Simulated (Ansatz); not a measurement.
Abridged output of a molecular run in Ansatz:

```
Functional definition: HF
2670 factors; integrals over basis functions are off by at most 9.9e-4 eV
mean field evaluation 1: about -11473.1490 eV, gradient 5.8e1 eV
mean field evaluation 2: about -11473.5892 eV, gradient 5.8e1 eV
mean field evaluation 4: about -11481.5619 eV, gradient 8.1e0 eV
mean field evaluation 8: about -11481.7797 eV, gradient 7.1e-1 eV
mean field evaluation 16: about -11481.7836 eV, gradient 5.9e-6 eV
mean field -11481.78361727 eV, -421.9477653024 hartree, gradient 5.9e-6 eV, S^2 0.000000; 0 other end points of the search recorded, 0 dependent functions left out
9 core orbitals not correlated: weight in the atoms' cores, before any rotation towards them, 1.000 or more for the frozen orbitals, at most 0.000 for the correlated occupied ones
reference -11481.78361727 eV, -421.9477653024 hartree; 26, 26 occupied and 412, 412 virtual orbitals, 2670 factors
second order -44.67389079 eV of doubles, -0.00000000 eV of singles
cycle   1  -44.83129049 eV  change   -1.6e-1 eV  update   1.6e-1
cycle   2  -45.94636556 eV  change    -1.1e0 eV  update   4.9e-2
cycle   3  -46.23776204 eV  change   -2.9e-1 eV  update   2.6e-2
cycle   4  -46.22200974 eV  change    1.6e-2 eV  update   6.7e-3
cycle   5  -46.21775525 eV  change    4.3e-3 eV  update   3.5e-3
cycle   6  -46.21989279 eV  change   -2.1e-3 eV  update   1.3e-3
cycle   7  -46.21977551 eV  change    1.2e-4 eV  update   5.2e-4
cycle   8  -46.21947851 eV  change    3.0e-4 eV  update   2.0e-4
cycle   9  -46.21948891 eV  change   -1.0e-5 eV  update   9.0e-5
cycle  10  -46.21956403 eV  change   -7.5e-5 eV  update   4.8e-5
cycle  11  -46.21947800 eV  change    8.6e-5 eV  update   2.5e-5
cycle  12  -46.21950575 eV  change   -2.8e-5 eV  update   1.4e-5
perturbative correction -2.00809733 eV, -0.0737962157 hartree
Total energy: -11530.01122035 eV, -423.7200970255 hartree
```

Its atoms:

```xyz
21

C     0.7620    0.9464   -0.9605
C     0.6877    0.0870    0.3051
C     0.4308    0.9751    1.5261
C     1.9853   -0.6850    0.4910
C    -0.4680   -0.8930    0.1550
O    -0.3220   -2.0889    0.1889
C    -1.8596   -0.3299   -0.0988
C    -2.2994   -0.7058   -1.4926
O    -2.6983    0.0837   -2.3009
H     1.5857    1.6582   -0.8660
H     0.9504    0.3325   -1.8446
H    -0.1524    1.5174   -1.1335
H     0.3449    0.3791    2.4381
H    -0.4750    1.5753    1.4211
H     1.2693    1.6639    1.6540
H     1.9470   -1.3137    1.3818
H     2.1820   -1.3364   -0.3617
H     2.8190    0.0136    0.5942
H    -2.5288   -0.8404    0.6016
H    -1.9446    0.7472    0.0260
H    -2.2159   -1.7863   -1.7242
```

(1) Which basis set was used?
A. def2-QZVPP
B. def2-TZVPPD
C. cc-pV(Q+d)Z
D. def2-TZVPP

(2) Write the keys of the input that set method, charge and spin (a neutral closed shell needs none for the last two).

Answers

(1) D. It gives 447 functions.

(2) 
```yaml
correlation: {method: ccsd_t}
```
